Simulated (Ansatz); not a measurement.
Steps of a relaxation of GeH8OSi2 (`[SiH3][SiH2][O][GeH3]`) with RKS PBE-D4/def2-SVP.

```sh
$ ansatz run in.yaml --threads 4 --pin off --events-out ev --progress --plain --max-ram 10444MiB
```

```yaml
crystal:
  periodic: [false, false, false]
  atoms:
    - {symbol: Si, position_ang: [-1.461900, 1.234700, -0.234100]}
    - {symbol: Si, position_ang: [0.067800, 0.411700, 1.076000]}
    - {symbol: O, position_ang: [1.501000, 0.206800, 0.178700]}
    - {symbol: Ge, position_ang: [1.461900, -1.365400, -0.643000]}
    - {symbol: H, position_ang: [-1.807600, 0.333400, -1.354400]}
    - {symbol: H, position_ang: [-2.728500, 1.533900, 0.541100]}
    - {symbol: H, position_ang: [-1.005400, 2.552800, -0.805700]}
    - {symbol: H, position_ang: [-0.359000, -0.832600, 1.662600]}
    - {symbol: H, position_ang: [0.321200, 1.377100, 2.217600]}
    - {symbol: H, position_ang: [2.668500, -1.626000, -1.455200]}
    - {symbol: H, position_ang: [0.153300, -1.373900, -1.569500]}
    - {symbol: H, position_ang: [1.265700, -2.507700, 0.419900]}
basis:
  gaussian: {orbitals: def2-SVP}
hamiltonian: {xc: pbe, dispersion: d4}
relax: {f_tol: 0.03, max_steps: 200}
```

Positions (Å) and forces (eV/Å) along the path, 11 of 22 steps:

```xyz
12
step=1 energy=-74418.2878 eV
Si   -1.462    1.235   -0.234   -1.830    1.394   -1.061
Si    0.068    0.412    1.076    1.910    0.934    1.295
O     1.501    0.207    0.179   -0.067    0.422    0.531
Ge    1.462   -1.365   -0.643   -1.545   -1.338   -0.318
H    -1.808    0.333   -1.354   -0.125   -0.273   -0.369
H    -2.728    1.534    0.541    0.056   -0.078   -0.018
H    -1.005    2.553   -0.806    0.054   -0.029   -0.036
H    -0.359   -0.833    1.663   -0.354   -1.206    0.555
H     0.321    1.377    2.218    0.064   -0.093   -0.132
H     2.668   -1.626   -1.455    1.156    0.044   -0.652
H     0.153   -1.374   -1.569    0.567   -0.001    0.317
H     1.266   -2.508    0.420    0.114    0.225   -0.113
12
step=2 energy=-74418.7245 eV
Si   -1.564    1.331   -0.252   -0.351    0.350   -0.198
Si    0.077    0.439    1.112    0.897    0.189    0.167
O     1.509    0.086    0.239   -0.529    0.310    0.298
Ge    1.490   -1.470   -0.667   -0.153   -0.462   -0.108
H    -1.922    0.419   -1.386   -0.010   -0.109   -0.098
H    -2.822    1.594    0.544    0.074   -0.003   -0.009
H    -1.081    2.634   -0.836   -0.025   -0.010    0.007
H    -0.402   -0.816    1.751   -0.219   -0.352    0.183
H     0.402    1.403    2.229    0.039   -0.013   -0.139
H     2.784   -1.601   -1.483    0.184    0.114   -0.036
H     0.244   -1.469   -1.608    0.069   -0.018    0.033
H     1.362   -2.605    0.393    0.025    0.003   -0.099
12
step=8 energy=-74418.8307 eV
Si   -1.617    1.378   -0.223    0.008    0.004   -0.015
Si    0.018    0.449    1.203   -0.031   -0.019    0.024
O     1.325   -0.116    0.314    0.030   -0.003   -0.015
Ge    1.544   -1.560   -0.743   -0.028    0.013    0.014
H    -2.041    0.361   -1.255   -0.007    0.024    0.012
H    -2.835    1.802    0.559    0.018   -0.007   -0.013
H    -1.065    2.581   -0.945   -0.018   -0.028    0.005
H    -0.610   -0.660    2.021    0.008    0.014   -0.007
H     0.532    1.497    2.152    0.003    0.002    0.003
H     2.939   -1.375   -1.385   -0.024   -0.015    0.005
H     0.412   -1.579   -1.810    0.029    0.006    0.003
H     1.475   -2.832    0.146    0.012    0.009   -0.015
12
step=11 energy=-74418.8328 eV
Si   -1.617    1.346   -0.222   -0.075    0.005   -0.050
Si    0.016    0.440    1.220    0.053    0.037   -0.008
O     1.339   -0.128    0.353   -0.017    0.023    0.029
Ge    1.550   -1.532   -0.754    0.003   -0.049   -0.026
H    -2.142    0.294   -1.172    0.026    0.039    0.045
H    -2.784    1.880    0.577    0.044   -0.020   -0.027
H    -1.047    2.473   -1.048   -0.005   -0.040    0.037
H    -0.607   -0.655    2.054   -0.017   -0.019    0.005
H     0.518    1.509    2.155   -0.007   -0.010   -0.014
H     2.978   -1.380   -1.329   -0.016   -0.002    0.009
H     0.473   -1.460   -1.873    0.014    0.002    0.020
H     1.400   -2.842    0.072   -0.003    0.033   -0.021
12
step=12 energy=-74418.8333 eV
Si   -1.618    1.335   -0.222   -0.057    0.020   -0.048
Si    0.020    0.442    1.223    0.036    0.012   -0.011
O     1.346   -0.126    0.360   -0.021    0.024    0.026
Ge    1.550   -1.525   -0.757   -0.013   -0.036   -0.010
H    -2.156    0.276   -1.157    0.031    0.039    0.043
H    -2.777    1.889    0.575    0.045   -0.021   -0.024
H    -1.039    2.449   -1.061   -0.016   -0.039    0.028
H    -0.604   -0.655    2.055   -0.007   -0.015    0.013
H     0.518    1.512    2.157   -0.008   -0.008   -0.013
H     2.984   -1.383   -1.317   -0.019   -0.007    0.004
H     0.479   -1.431   -1.881    0.025    0.001    0.016
H     1.374   -2.838    0.060    0.005    0.031   -0.025
12
step=15 energy=-74418.8349 eV
Si   -1.614    1.294   -0.222    0.019   -0.009   -0.010
Si    0.037    0.447    1.241   -0.010    0.002    0.013
O     1.374   -0.119    0.394   -0.018   -0.042   -0.027
Ge    1.535   -1.492   -0.767   -0.009    0.008   -0.003
H    -2.166    0.199   -1.098   -0.005   -0.001   -0.005
H    -2.754    1.891    0.563   -0.003    0.000    0.007
H    -1.033    2.360   -1.114   -0.004   -0.002    0.003
H    -0.577   -0.645    2.091    0.007    0.012   -0.007
H     0.515    1.541    2.155    0.009    0.005    0.005
H     2.997   -1.425   -1.267   -0.019   -0.002    0.009
H     0.521   -1.287   -1.930    0.030   -0.003    0.034
H     1.243   -2.819   -0.011    0.005    0.033   -0.019
12
step=18 energy=-74418.8362 eV
Si   -1.606    1.249   -0.222   -0.012   -0.017   -0.002
Si    0.052    0.460    1.264    0.038    0.027    0.018
O     1.387   -0.146    0.439   -0.030   -0.028   -0.017
Ge    1.520   -1.468   -0.783   -0.011   -0.022   -0.017
H    -2.154    0.122   -1.061   -0.002    0.003    0.000
H    -2.748    1.854    0.555    0.000    0.001    0.002
H    -1.049    2.295   -1.151    0.008   -0.001    0.004
H    -0.558   -0.592    2.165   -0.003    0.006   -0.012
H     0.539    1.591    2.130   -0.006   -0.017   -0.013
H     3.010   -1.476   -1.204   -0.043   -0.001    0.014
H     0.584   -1.133   -1.982    0.042   -0.012    0.052
H     1.100   -2.811   -0.116    0.019    0.063   -0.030
12
step=19 energy=-74418.8367 eV
Si   -1.605    1.240   -0.222   -0.014    0.003    0.009
Si    0.055    0.465    1.269    0.038   -0.010   -0.014
O     1.385   -0.153    0.445   -0.023   -0.009   -0.001
Ge    1.518   -1.465   -0.785   -0.013   -0.012   -0.001
H    -2.152    0.112   -1.061    0.006    0.004    0.008
H    -2.748    1.843    0.556   -0.001    0.001   -0.006
H    -1.051    2.287   -1.151    0.003   -0.003    0.001
H    -0.557   -0.579    2.176   -0.002    0.009    0.000
H     0.548    1.601    2.124   -0.010   -0.012   -0.009
H     3.010   -1.484   -1.192   -0.020    0.000    0.005
H     0.596   -1.112   -1.988    0.024   -0.006    0.025
H     1.079   -2.808   -0.135    0.012    0.036   -0.016
12
step=20 energy=-74418.8370 eV
Si   -1.607    1.234   -0.219   -0.006   -0.005   -0.001
Si    0.058    0.467    1.272    0.030   -0.013   -0.014
O     1.384   -0.163    0.452   -0.030    0.017    0.015
Ge    1.516   -1.463   -0.790   -0.008   -0.002    0.005
H    -2.147    0.098   -1.051    0.001    0.009    0.005
H    -2.753    1.838    0.553    0.008   -0.003   -0.004
H    -1.053    2.277   -1.153   -0.003   -0.004   -0.001
H    -0.556   -0.566    2.191    0.000    0.005    0.003
H     0.554    1.611    2.113   -0.002   -0.008    0.000
H     3.011   -1.495   -1.179    0.004   -0.001   -0.001
H     0.614   -1.087   -1.997    0.003   -0.001   -0.001
H     1.056   -2.806   -0.159    0.001    0.005   -0.004
12
step=21 energy=-74418.8372 eV
Si   -1.607    1.226   -0.218   -0.007    0.000   -0.004
Si    0.060    0.469    1.276    0.027   -0.017   -0.011
O     1.383   -0.169    0.459   -0.028    0.020    0.017
Ge    1.514   -1.459   -0.793   -0.003   -0.004    0.002
H    -2.148    0.086   -1.043    0.002    0.005    0.006
H    -2.753    1.834    0.552    0.008   -0.002   -0.003
H    -1.055    2.264   -1.160   -0.001   -0.003    0.001
H    -0.554   -0.554    2.204   -0.001    0.002   -0.001
H     0.560    1.618    2.109   -0.001   -0.002   -0.003
H     3.013   -1.503   -1.167    0.006   -0.001   -0.001
H     0.630   -1.063   -2.007    0.000    0.000    0.000
H     1.035   -2.803   -0.179   -0.001    0.002   -0.002
12
step=22 energy=-74418.8373 eV
Si   -1.607    1.212   -0.215   -0.001    0.002   -0.005
Si    0.063    0.473    1.283    0.013   -0.014   -0.010
O     1.382   -0.180    0.471   -0.018    0.014    0.015
Ge    1.512   -1.451   -0.799   -0.006   -0.012   -0.010
H    -2.152    0.060   -1.022    0.001    0.003    0.006
H    -2.749    1.832    0.550    0.004    0.000   -0.003
H    -1.059    2.236   -1.175   -0.002   -0.005    0.004
H    -0.552   -0.535    2.228    0.004    0.000   -0.006
H     0.568    1.630    2.101    0.000    0.000   -0.002
H     3.018   -1.520   -1.144   -0.010   -0.001    0.002
H     0.661   -1.016   -2.025    0.010   -0.003    0.017
H     0.992   -2.796   -0.219    0.005    0.016   -0.007
```

Run time 18 s (4 threads of an Intel Xeon 6975P-C on a shared host); peak host memory 0.2 GiB.
